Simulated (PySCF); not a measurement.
Mayer bond orders and bond lengths

Compound: m-xylene, C8H10.
Atom-mapped SMILES: `[CH3:1][c:2]1[cH:3][cH:4][cH:5][c:6]([CH3:7])[cH:8]1` (hydrogens: H9, H10, H11 on C1; H12 on C3; H13 on C4; H14 on C5; H15, H16, H17 on C7; H18 on C8)

Structure used (PBE0-D3(BJ)/def2-SVP), in Å, numbered top down from 1:
```xyz
18
C8H10 angstrom
C     -2.3179   -1.1826    0.0472
C     -1.0927   -0.3221   -0.0676
C     -1.1982    1.0425   -0.3594
C     -0.0590    1.8406   -0.4276
C      1.2005    1.2880   -0.2092
C      1.3383   -0.0749    0.0771
C      2.6946   -0.6882    0.2750
C      0.1816   -0.8588    0.1449
H     -3.1353   -0.8075   -0.5858
H     -2.6914   -1.2017    1.0850
H     -2.1104   -2.2231   -0.2429
H     -2.1841    1.4828   -0.5328
H     -0.1540    2.9058   -0.6533
H      2.0907    1.9209   -0.2633
H      2.6559   -1.5405    0.9691
H      3.1018   -1.0631   -0.6792
H      3.4144    0.0429    0.6710
H      0.2765   -1.9260    0.3714
```

Bond orders from the PBE0/pcSseg-1 density (PySCF). Isolated species at its PBE0-D3(BJ)/def2-SVP geometry, gas phase.

Problem. Where do the orders between heavy atoms depart from those drawn in the SMILES?

Solution. The largest departure is 0.102, at C6–C8 (drawn aromatic, 1.398) and C8–C2 (drawn aromatic, 1.398), counting aromatic bonds as 1.5. The bonds drawn aromatic range from 1.40 to 1.44.

Problem. Give the Mayer order of every bond, beside its length.

Solution. 
```csv
bond,drawn as,length (Å),Mayer order
C1–C2,single,1.502,1.071
C2–C3,aromatic,1.399,1.405
C3–C4,aromatic,1.393,1.440
C4–C5,aromatic,1.393,1.440
C5–C6,aromatic,1.399,1.406
C6–C7,single,1.502,1.071
C6–C8,aromatic,1.399,1.398
C8–C2,aromatic,1.399,1.398
C1–H9,single,1.100,0.956
C1–H10,single,1.103,0.944
C1–H11,single,1.100,0.957
C3–H12,single,1.094,0.970
C4–H13,single,1.093,0.958
C5–H14,single,1.094,0.970
C7–H15,single,1.100,0.957
C7–H16,single,1.103,0.944
C7–H17,single,1.100,0.956
C8–H18,single,1.095,0.973
```

By pair of heavy elements: C–C: lowest C1–C2 and C6–C7 (1.071, 1.502 Å), highest C3–C4 and C4–C5 (1.440, 1.393 Å). Bonds named together lie within 0.004.

Problem. Sum the orders of all bonds at each heavy atom with more than one neighbour and set the sums beside the valence in the SMILES.

Solution. C1 3.928 (drawn 4), C2 3.874 (drawn 4), C3 3.815 (drawn 4), C4 3.838 (drawn 4), C5 3.816 (drawn 4), C6 3.875 (drawn 4), C7 3.928 (drawn 4), C8 3.769 (drawn 4). Orders between atoms that aren't bonded are not in these sums.

Mayer orders depend on the basis set.
